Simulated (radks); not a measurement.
Values are calculated unless marked as measured or tabulated.
Tb27+, configuration [Kr] 4d2. Level of theory: Dirac Kohn-Sham, PBE, spin-unpolarised, spherical densities, finite nucleus; open shells fill j = l - 1/2 first; Fermi nuclear charge, rms radius 5.06 fm (a radial shooting solver on a logarithmic mesh with Libxc functionals).

Radial electron density D(r) = 4 pi r^2 rho(r):

```
   r/bohr * D(r) (the largest magnitude, 114, reaches the edge; | marks zero)
0.0009887 | *
 0.001257 |  *
 0.001611 |    *
 0.002048 |      *
 0.002624 |         *
 0.003336 |            *
 0.004274 |                 *
 0.005434 |                       *
 0.006963 |                             *
 0.008852 |                                   *
  0.01134 |                                        *
  0.01442 |                                          *
  0.01848 |                                         *
  0.02349 |                                      *
   0.0301 |                                     *
  0.03827 |                                         *
  0.04904 |                                                *
  0.06234 |                                                      *
  0.07989 |                                                   *
   0.1016 |                                          *
   0.1301 |                                        *
   0.1654 |                                              *
    0.212 |                                            *
   0.2695 |                             *
   0.3454 |                *
   0.4391 |              *
   0.5626 |           *
   0.7153 |    *
   0.9166 |*
    1.165 *
    1.493 *
```

D(r) has 4 maxima, at r = 0.0150, 0.0654, 0.185, 0.436 bohr, and minima at 0.0287, 0.121, 0.415 bohr, inside which lie 2.01, 11.06, 29.90 electrons.
